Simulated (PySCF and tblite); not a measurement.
Values are calculated unless marked as measured or tabulated.
System: C₉H₇N, numbered as in [N:1]#[C:2][C@@:3]12[C@H:4]3[CH:5]=[CH:6][C@@H:7]1[C@@H:8]2[CH:9]=[CH:10]3.

The path came from a restrained scan, a climbing-image band and a saddle search at GFN2-xTB; energies are B3LYP/pcSseg-1 + D3(BJ), IEF-PCM benzene//B3LYP-D3(BJ)/def2-SVP, thermal terms GFN2-xTB. Rate constants are transition-state-theory values, counting equivalent paths, without tunnelling. (PySCF 2.14 with density fitting, tblite 0.8.)

**Question.** How high is the barrier to the Cope rearrangement (breaking C7–C8, making C5–C10), through which structure does it pass, and what rate follows at 298 K?

**Answer.** The electronic barrier is 7.5 kcal/mol and ΔG‡(298 K) 6.7 kcal/mol, over a Cs saddle with an imaginary mode of 371i cm⁻¹ (GFN2-xTB). With 1 equivalent path, k is 8.2×10⁷ s⁻¹, a mean lifetime of the start of 12 ns against this motion. The end lies 2.5 kcal/mol above the start in free energy.
